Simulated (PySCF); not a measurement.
**SiCl2(SeBu)2 (C8H18Cl2Se2Si): Computed beside measured shifts**

System: SiCl2(SeBu)2 (C8H18Cl2Se2Si), SMILES CCCC[Se][Si](Cl)(Cl)[Se]CCCC.

Atom-mapped SMILES (hydrogens are numbered by the atom that bears them): [CH3:1][CH2:2][CH2:3][CH2:4][Se:5][Si:6]([Cl:7])([Cl:8])[Se:9][CH2:10][CH2:11][CH2:12][CH3:13]

Computed with GIAO KT3/pcSseg-1, gas phase, PySCF SCF with an in-house response code, fitting set def2-universal-JFIT, grid level 2, non-relativistic, geometry: GFN2-xTB.

One optimised conformer. Values are averaged over the atoms that symmetry or fast rotation interchanges, on this one geometry and without vibrational averaging. Shifts are the reference shielding less the shielding here, at the same level (13C, 1H, 29Si against isolated TMS; 77Se against isolated Me2Se); nuclei without a reference have shieldings only.

Spin-orbit coupling is left out, which matters for the heavier atoms here.

Question: What shifts does this level give for Si6, Se5/9, and how do they compare with measurement?

Answer: 
```csv
atom,nucleus,computed / ppm,measured / ppm,computed less measured,measured against,medium of the measurement
Si6,29Si,54.1,-3.1,57.2,TMS,solution
Se5/9,77Se,29.3,44,-14.7,Me2Se,solution
```

Measured values: U. Herzog, Habilitationsschrift, TU Bergakademie Freiberg, 2002/2003.
